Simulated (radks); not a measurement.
Values are calculated unless marked as measured or tabulated.
Initial-state core-level shifts of the xenon ion Xe+ when its valence configuration changes from [Kr] 4d10 5s2 5p5. Level of theory: scalar-relativistic Kohn-Sham, LDA (Slater exchange, Perdew-Wang correlation), spin-polarised, spherical densities, point nucleus; open shells are filled with parallel spins first (spin-orbit coupling, left out, can overturn this in heavy ions) (a radial shooting solver on a logarithmic mesh with Libxc functionals). Shifts are changes of the shell-averaged eigenvalues in eV (positive: less bound).

| valence | 1s | 2p | 3d | 4s |
|---|---|---|---|---|
| 4d9 5s2 5p6 | -10.074 | -10.687 | -10.189 | -8.157 |
| 4d10 5s1 5p6 | -1.388 | -1.373 | -1.403 | -1.365 |
| 4d9.5 5s1.5 5p6 | -5.694 | -5.988 | -5.763 | -4.754 |
| 4d9.5 5s2 5p5.5 | -5.013 | -5.313 | -5.073 | -4.085 |
